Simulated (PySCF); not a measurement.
NICS in one family of compounds.

NICS is the negative of the GIAO shielding at a point without a nucleus: at the ring centre (0) and 1 Å above and below it (1); zz is the component along the ring normal. Level: GIAO PBE0/pcSseg-1 (PySCF, non-relativistic, gas phase) on the GFN2-xTB geometries, one conformer each. Atom numbers follow the mapped SMILES.

Problem. Order these rings by mean NICS(1)zz, lowest (most negative) first (ppm).
A. ring C1–C2–N3–N4–N5 in `[cH:1]1[cH:2][n-:3][n:4][n:5]1` (charge -1)
B. ring C3–C4–N5–N6–N7 in `[CH2:1]=[CH:2][c:3]1[cH:4][n:5][n:6][n-:7]1` (charge -1)
C. ring C5–C6–N7–N8–N9 in `[F:1][C:2]([F:3])([F:4])[c:5]1[cH:6][n-:7][n:8][n:9]1` (charge -1)
D. ring C1–N2–N3–N4–C5 in `[cH:1]1[n:2][n:3][n-:4][c:5]1[CH:6]1[CH2:7][CH2:8]1` (charge -1)
E. ring C1–C2–C3–C4–C10–C11 in `[cH:1]1[cH:2][cH:3][c:4](-[c:5]2[cH:6][n:7][n:8][n-:9]2)[cH:10][cH:11]1` (charge -1)

Solution. A (-39.7), C (-37.1), D (-35.5), B (-33.7), E (-22.1).

```json
{"SMILES": "c1c[n-]nn1", "ring": "5-membered ring with 3 N; formal bonds all aromatic", "NICS(0)": "-13.8", "NICS(1)": "-15.0", "NICS(1)zz": "-39.7", "HOMA": "0.99", "rms pucker (Å)": "0.00", "ring atoms with four or more neighbours": "0"}
{"SMILES": "FC(F)(F)c1c[n-]nn1", "ring": "5-membered ring with 3 N; formal bonds all aromatic", "NICS(0)": "-12.7", "NICS(1)": "-14.5", "NICS(1)zz": "-37.1", "HOMA": "0.99", "rms pucker (Å)": "0.00", "ring atoms with four or more neighbours": "0"}
{"SMILES": "c1nn[n-]c1C1CC1", "ring": "5-membered ring with 3 N; formal bonds all aromatic", "NICS(0)": "-11.8", "NICS(1)": "-13.9", "NICS(1)zz": "-35.5", "HOMA": "0.99", "rms pucker (Å)": "0.00", "ring atoms with four or more neighbours": "0"}
{"SMILES": "C=Cc1cnn[n-]1", "ring": "5-membered ring with 3 N; formal bonds all aromatic", "NICS(0)": "-10.4", "NICS(1)": "-13.4", "NICS(1)zz": "-33.7", "HOMA": "0.96", "rms pucker (Å)": "0.00", "ring atoms with four or more neighbours": "0"}
{"SMILES": "c1ccc(-c2cnn[n-]2)cc1", "ring": "6-membered carbocycle; formal bonds all aromatic", "NICS(0)": "-6.0", "NICS(1)": "-9.1", "NICS(1)zz": "-22.1", "HOMA": "0.98", "rms pucker (Å)": "0.00", "ring atoms with four or more neighbours": "0"}
```

NICS(0) gives the same order. The isotropic NICS(1) gives the same order. HOMA uses Krygowski's 1993 parameters. NICS(1) and NICS(1)zz are means over the two faces.
